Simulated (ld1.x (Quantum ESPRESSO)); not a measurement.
PBE TM dataset for tungsten (W), scalar-relativistic all-electron reference.

* Element: W (Z = 74)
* Generator: ld1.x (Quantum ESPRESSO) 7.5
* Type: norm-conserving Troullier–Martins (Kleinman–Bylander form)
* Functional: PBE
* Relativity: scalar-relativistic
* Frozen core: [Xe] 4f14
* Valence charge: 6
* Reference configuration: 5d4 6s0 6p0 (charge +2)
* Partial waves: 6p (bound, empty): rc 2.80 bohr; 5d (bound): rc 1.55 bohr; 6s (bound, empty): rc 2.35 bohr
* Local potential: the s channel
* Core correction: a·sin(br)/r model core, default radius (core density twice the valence density)

All-electron outer shells of the reference configuration (PBE, scalar-relativistic, ld1.x):

| shell | level (eV) | outermost node (bohr) | outermost maximum (bohr) |
| --- | --- | --- | --- |
| 4f | -49.29 | – | 0.43 |
| 5d | -19.88 | 0.63 | 1.47 |
| 6s | -19.28 | 1.27 | 2.48 |
| 6p | -12.99 | 1.51 | 3.11 |

(1) Estimate the cutoffs (Ry, on a coarse ladder) from which the occupation-weighted sum of valence levels, in a spherical-Bessel basis at the reference potential, stays within 10 and 1 mRy of its value at 400 Ry.

(2) Does the potential have ghost states?

(3) Tests: 5d4 6s2 6p0; 5d4 6s1 6p0; 5d3 6s0 6p0; 5d3 6s2 6p1; 5d4 6s1.5 6p0; 5d4 6s0 6p2; 5d4.5 6s1.5 6p0. Which has the largest error in its energy relative to the reference configuration, and how large is it?

Results:

(1) 30 Ry and 50 Ry.

(2) No extra level below or beside the all-electron valence levels (p, d, s, f tested).

(3) 5d3 6s2 6p1, with -164 meV (all-electron minus pseudo) on -20.54 eV.
